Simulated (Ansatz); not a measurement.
`C[N](C)[Ga]([Br])[Br]` + HBr → `[Br][Ga]([Br])[Br]` + dimethylamine at 500 K and 1 bar (ligand exchange at a Ga–N bond).

Isolated molecules relaxed with PBE0-D4/def2-TZVP in Ansatz; ΔE leaves out vibrations. CBS: MP2 limit from def2 TZ/QZ plus the TZ coupled-cluster correction, frozen cores. For Br, Ga outer-core shells are correlated without core-valence functions, which leaves a few kJ/mol of doubt a bond. Scalar relativity is left out up to krypton. One conformer a species, not always the lowest.

| species | CCSD(T)/CBS energy (Eh) | H − E (kJ/mol) | S (J/(mol·K)) |
| --- | --- | --- | --- |
| `C[N](C)[Ga]([Br])[Br]` | -7205.12527 | 277.9 | 494.4 |
| HBr | -2573.91920 | 30.5 | 213.7 |
| `[Br][Ga]([Br])[Br]` | -9644.06608 | 42.5 | 401.8 |
| `CNC` | -135.00321 | 273.8 | 313.8 |

H − E and S are ideal-gas, rigid-rotor, harmonic terms from PBE0-D4/def2-TZVP, for one conformer and one mirror image of each species. 1 Eh = 2625.50 kJ/mol, R = 8.31446 J/(mol·K).

Q: By hand: ΔE, ΔH, ΔS and ΔG.

A: ΔE = (-9644.06608) + (-135.00321) − (-7205.12527) − (-2573.91920) = -0.02482 Eh = -65.2 kJ/mol. Δ(H − E) = 42.5 + 273.8 − 277.9 − 30.5 = 7.9, so ΔH = -57.3 kJ/mol. ΔS = 401.8 + 313.8 − 494.4 − 213.7 = 7.5 J/(mol·K). ΔG = -57.3 − 500 × (7.5)/1000 = -61.0 kJ/mol.

Q: By hand: the equilibrium constant, and the temperature at which ΔG would vanish if ΔH and ΔS stayed fixed.

A: log₁₀ K = −ΔG/(RT ln 10) = 6.4. ΔH and −TΔS have one sign here, so there is no such temperature.

The number of gas molecules stays the same, so ΔS is small and ΔH decides. A doubt of 5 kJ/mol in ΔE shifts log₁₀ K by 0.5 here. Other conformers and mirror images would add mixing entropy, several J/(mol·K) or more a flexible species. These are equilibria of isolated gas molecules and say nothing of rates. Largest T1 diagnostic: 0.011 (customary marks: 0.02 for closed shells, 0.045 for open ones).

ΔS is within the doubt of such terms, so its sign, and with it that verdict, could turn.
